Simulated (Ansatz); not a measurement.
`[GaH2][CH]1CO1` and `[F][Zn][CH]1CO1` differ in one atom or group.

Ansatz, PBE0-D4/def2-TZVP geometries, multiplicity 1. Each molecule was computed in one conformer, which needn't be the lowest.

Scalar relativity is left out up to krypton.

```csv
property,`[GaH2][CH]1CO1`
HOMO energy (B3LYP/def2-TZVPP) / eV,-7.13
HOMO energy (PBE/def2-TZVPP) / eV,-5.89
size of the dipole moment (PBE/def2-TZVPP) / D,1.52
size of the dipole moment (B3LYP/def2-TZVPP) / D,1.68
"ideal-gas entropy at 298 K and 1 bar (rigid rotor, harmonic PBE0-D4/def2-TZVP) / J/(mol·K)",318
HOMO–LUMO gap (PBE0/def2-TZVPP) / eV,5.65
```

(1) What does the change do to each property? (Estimate.)

Answers

(1) Ansatz gave: 
```tsv
property	`[F][Zn][CH]1CO1`	shift
HOMO energy (B3LYP/def2-TZVPP) / eV	-7.52	-0.39
HOMO energy (PBE/def2-TZVPP) / eV	-6.27	-0.38
size of the dipole moment (PBE/def2-TZVPP) / D	2.80	1.28
size of the dipole moment (B3LYP/def2-TZVPP) / D	2.90	1.22
ideal-gas entropy at 298 K and 1 bar (rigid rotor, harmonic PBE0-D4/def2-TZVP) / J/(mol·K)	328	10
HOMO–LUMO gap (PBE0/def2-TZVPP) / eV	7.00	1.35
```

With PBE0 the HOMO falls by 0.36 eV and the LUMO rises by 0.98 eV, so the gap widens by about 1.34 eV. PBE moves the HOMO by -0.38 eV and ωB97M-V by -0.39 eV. The zero-point energy changes by -28.9 kJ/mol with -3 modes. Dipoles are sizes alone; their direction can turn.

B3LYP here is the variant with VWN-RPA as its local correlation; programs differ in this.
